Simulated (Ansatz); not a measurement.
Reaction (isomerisation): `FC[CH](F)[SnH3]` → `C[CH2][SnH]([F])[F]`

Gas-phase electronic energies from Ansatz, PBE0-D4/def2-TZVP geometries. CCSD(T)/CBS adds triple-zeta CCSD(T) − MP2 to the extrapolated MP2 energy (def2 sets, frozen cores). def2 core potentials past Kr. For Sn outer-core shells are correlated without core-valence functions, which leaves a few kJ/mol of doubt a bond. Each species was taken in one conformer, which may not be the lowest.

`FC[CH](F)[SnH3]`:

```xyz
11

F     0.914   -1.283    2.180
C     0.874   -0.410    1.106
C    -0.341   -0.639    0.268
F    -0.251   -1.864   -0.381
Sn   -0.603    0.916   -1.245
H     1.785   -0.563    0.520
H     0.863    0.611    1.505
H    -1.231   -0.670    0.905
H    -1.855    0.419   -2.284
H    -1.013    2.382   -0.471
H     0.859    1.101   -2.103
```

`C[CH2][SnH]([F])[F]`:

```xyz
11

C    -1.231    0.806   -0.048
C    -0.547   -0.407    0.568
Sn    1.431   -0.634   -0.177
F     1.272   -0.672   -2.089
F     2.309    1.043    0.137
H    -1.301    0.719   -1.134
H    -2.247    0.911    0.343
H    -0.692    1.728    0.176
H    -0.473   -0.325    1.655
H    -1.082   -1.333    0.346
H     2.561   -1.838    0.224
```

| species | MP2/def2-QZVPP energy (Eh) |
| --- | --- |
| `FC[CH](F)[SnH3]` | -492.99777 |
| `C[CH2][SnH]([F])[F]` | -493.12515 |

(1) Work out ΔE.

Largest T1 diagnostic among the species: 0.013.

Results:

(1) ΔE = (-493.12515) − (-492.99777) = -0.12738 Eh = -79.9 kcal/mol. CCSD(T)/CBS gives -76.4 kcal/mol.
